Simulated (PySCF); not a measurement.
Species: C4H7N3OSi.
Numbering: `[CH3:1][c:2]1[n:3][cH:4][n:5][n:6][c:7]1[O:8][SiH3:9]`

NICS is the negative of the GIAO shielding at a point without a nucleus: at the ring centre (0) and 1 Å above and below it (1); zz is the component along the ring normal. Level: GIAO PBE0/pcSseg-1 (PySCF, non-relativistic, gas phase) on the GFN2-xTB geometry, one conformer.

Ring bond lengths (Å), with Mayer bond orders in brackets: C2–N3 1.315 (1.56), N3–C4 1.335 (1.37), C4–N5 1.309 (1.54), N5–N6 1.310 (1.31), N6–C7 1.319 (1.43), C7–C2 1.422 (1.13).

Task: What do the NICS probes read (ppm)?

Result: 
```tsv
ring	type	NICS(0)	NICS(1), two faces	NICS(1)zz, two faces	rms pucker (Å)	centre to ring atoms, mean (Å)
C2–N3–C4–N5–N6–C7	6-membered ring with 3 N; formal bonds all aromatic	-4.5	-10.4 / -10.4	-24.8 / -24.8	0.00	1.33
```

Task: What can be read from them?

Result: 
- C2–N3–C4–N5–N6–C7: mean NICS(1)zz -24.8 ppm, shielded. For a flat ring without four-coordinate atoms the NICS criterion counts such a value as aromatic. NICS(0) lies 6 ppm above the mean NICS(1).

Task: And the bond-length index? HOMA = 1 − mean of α(R − Ropt)² over the ring bonds, with Krygowski's 1993 parameters (CC: Ropt 1.388 Å, α 257.7 Å⁻²; CN: Ropt 1.334 Å, α 93.52 Å⁻²; NN: Ropt 1.309 Å, α 130.33 Å⁻²).

Result: 
- C2–N3–C4–N5–N6–C7: HOMA 0.93; the largest term is that of C7–C2, α(R − Ropt)² = 0.29. The geometric and the magnetic index point the same way.

Task: What are the shieldings of the ring atoms and their hydrogens in the same run (means over atoms taken as equivalent)?

Result: 
| atoms | environment | σ isotropic (ppm) |
| --- | --- | --- |
| C2 | substituted aromatic carbon | 30.6 |
| N3 | pyridine-type nitrogen | -76.8 |
| C4 | aromatic CH next to a ring nitrogen | 28.4 |
| N5 | pyridine-type nitrogen | -146.8 |
| N6 | pyridine-type nitrogen | -137.3 |
| C7 | aromatic carbon bearing oxygen | 17.8 |
| H on C4 | aromatic hydrogen | 22.18 |

Shape of the structure used: `[CH3:1][c:2]1[n:3][cH:4][n:5][n:6][c:7]1[O:8][SiH3:9]`: N6–C7–O8–Si9 0°.
